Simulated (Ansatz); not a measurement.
Reactions of `F[Si](F)(F)S`.

Calculated with Ansatz (gas phase, PBE0-D4/def2-TZVP geometries, no zero-point term in ΔE). CCSD(T)/CBS adds triple-zeta CCSD(T) − MP2 to the extrapolated MP2 energy (def2 sets, frozen cores). This one scheme is used for every species. Functionals use def2-TZVPP. For Ga, Ge outer-core shells are correlated without core-valence functions, which leaves a few kJ/mol of doubt a bond. Scalar relativity is left out up to krypton. One conformer a species, not always the lowest.

| reaction | MP2/CBS(def2) (kJ/mol) | ωB97X-V (kJ/mol) | CCSD/CBS(def2) (kJ/mol) |
| --- | --- | --- | --- |
| `F[Si](F)(F)S` + H₂ → `F[SiH](F)F` + H₂S | 40 | 33 | 28 |
| `F[Si](F)(F)S` + `S[SiH2][GaH2]` → `F[Si](F)(S)S` + `F[SiH2][GaH2]` | 28 | 23 | 28 |
| `F[Si](F)(F)S` + `O[SiH](O)O` → `O[SiH](O)O[Si](F)(F)F` + H₂S | -76 | -76 | -84 |
| `F[Si](F)(F)S` + H–F → `F[Si](F)(F)F` + H₂S | -86 | -89 | -95 |
| `F[Si](F)(F)S` + `F[B](F)[AlH2]` → `FB(F)[Si](F)(F)F` + `[AlH2][SH]` | -65 | -62 | -63 |
| `F[Si](F)(F)S` + `[SH][Ge][SH]` → `F[Si](F)(S)S` + `[F][Ge][SH]` | 81 | 66 | 81 |

Q: Give the CCSD(T)/CBS values in the same order. (An estimate is asked.)

A: Ansatz gave: 33, 29, -80, -90, -63, 80 kJ/mol.

Largest T1 diagnostic: 0.015, for `[F][Ge][SH]`.
